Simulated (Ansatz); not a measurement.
C3HN, SMILES `C#CC#N` (charge 0, multiplicity 1).

Cartesian coordinates (Å):
```xyz
5

C     -1.2731    -0.1820     0.0735
C     -0.0843    -0.0121     0.0419
C      1.2699     0.1816     0.0060
N      2.4130     0.3450    -0.0244
H     -2.3255    -0.3325     0.1015
```
Charge 0, spin multiplicity 1.

Frozen-core energies in cc-pVDZ from Ansatz (an electronic-structure program) at a geometry from B3LYP-D3(BJ)/def2-TZVP; the HF reference has <S^2> = 0.00 (restricted, and unstable towards unrestricted orbitals) and the T1 diagnostic is 0.014.

```tsv
level	energy (Ha)
HF	-168.56098
MP2	-169.08543
CCSD	-169.09620
```

Question: Estimate the energies of CCSD(T), CCSDT and CCSDT(Q), and give each level's difference from CCSDT(Q).

Answer: 
| level | energy (Ha) | difference from CCSDT(Q) (mHa) |
|---|---|---|
| MP2 | -169.08543 | 39.40 |
| CCSD | -169.09620 | 28.63 |
| CCSD(T) | -169.12169 | 3.14 |
| CCSDT | -169.12187 | 2.96 |
| CCSDT(Q) | -169.12484 | 0.00 |
